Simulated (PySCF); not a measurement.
# Electronic absorption of [C5H3S2]+

Compound: C5H3S2 (charge +1).
SMILES with atom numbers: `[CH:1]#[C:2][c:3]1[cH:4][s:5][cH+:6][s:7]1` (hydrogens: H8 on C1; H9 on C4; H10 on C6)

Computed, not measured: PySCF, TDDFT B3LYP/def2-SVPD, vertical, gas phase, core orbitals frozen in the response. Geometry: PBE0-D3(BJ)/def2-SVP; no solvent, vibrations or thermal averaging.

```csv
state,E (eV),E (hartree),f,symmetry,"main configurations (H = HOMO, L = LUMO)"
S1,3.55,0.1304,0.049,A′,H→L (98%)
S2,3.91,0.1437,0.0002,–,H-1→L (97%)
S3,4.84,0.1779,0.0001,–,H-1→L+1 (96%)
S4,4.94,0.1815,0.105,A′,H→L+1 (79%)
S5,5.16,0.1895,0.0000,–,H→L+2 (96%)
S6,5.58,0.2052,0.125,A′,H-2→L (80%)
```

The lowest singlet comes at 349 nm (342 kJ/mol) in the ultraviolet; it is of moderate strength; its leading configuration is HOMO→LUMO (98%). The strongest level in the table is S6 at 5.58 eV (222 nm, f = 0.125). It is the last of those listed, so stronger ones may follow. Löwdin shares by element: HOMO carbon 80% or more (atoms not listed hold the other 20%); LUMO sulfur 49%, carbon 41% or more. Weighted by f, the mean energy of these states is 4.98 eV. Orbital energies (eV): HOMO-3 -14.42, HOMO-2 -13.79, HOMO-1 -12.66, HOMO -11.98, LUMO -7.91, LUMO+1 -6.57, LUMO+2 -5.76. Of the 6 states listed, 3 reach f = 0.01 and 3 stay under 0.0005. No computed singlet lies in the visible range (380 to 750 nm); the lowest, at 349 nm, stands 0.29 eV above its violet end (3.26 eV). Symmetry labels in Cs follow from the direction of the transition dipole and are given only for states with f of 0.002 or more. Singlets were solved by full linear response.
